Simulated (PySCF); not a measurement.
Si⁻ (silicon, charge -1) across methods

[Ne] 3s2 3p3, high-spin 4S determinant. All numbers are calculated (PySCF 2.14, the non-relativistic Hamiltonian (point nucleus), in aug-cc-pwCVDZ). The B2PLYP total includes its PT2 part (frozen core); its orbital energies are those of the SCF part.

| method | E (hartree) | mean ε 3s α (eV) | mean ε 3s β (eV) | mean ε 3p α (eV) | Σ⟨r²⟩ (bohr²) | ⟨S²⟩ |
| --- | --- | --- | --- | --- | --- | --- |
| TPSS | -289.4416 | -5.202 | -2.920 | 1.156 | 55.68 | 3.751 |
| PBE | -289.2770 | -5.003 | -3.128 | 1.162 | 57.29 | 3.750 |
| PBE0 | -289.3030 | -6.577 | -3.976 | 0.385 | 55.53 | 3.750 |
| B2PLYP | -289.2963 | -8.113 | -4.784 | -0.216 | 55.90 | 3.750 |
| PBEsol | -288.7400 | -4.976 | -3.110 | 1.176 | 57.29 | 3.750 |
| UHF | -288.88285 | -10.916 | -5.573 | -1.685 | 54.83 | 3.751 |
| LDA | -288.2657 | -5.098 | -3.377 | 1.097 | 58.20 | 3.751 |
| HSE06 | -289.3188 | -6.179 | -3.611 | 0.752 | 55.85 | 3.750 |
| r2SCAN | -289.3975 | -5.519 | -3.000 | 0.963 | 55.65 | 3.750 |

The outer electron is barely bound at this level, so radii and moments hang on the diffuse functions.

The highest occupied level is positive at TPSS, PBE, PBE0, PBEsol, LDA, HSE06, r2SCAN: only the finite basis holds that electron, which in a density functional comes from self-interaction.
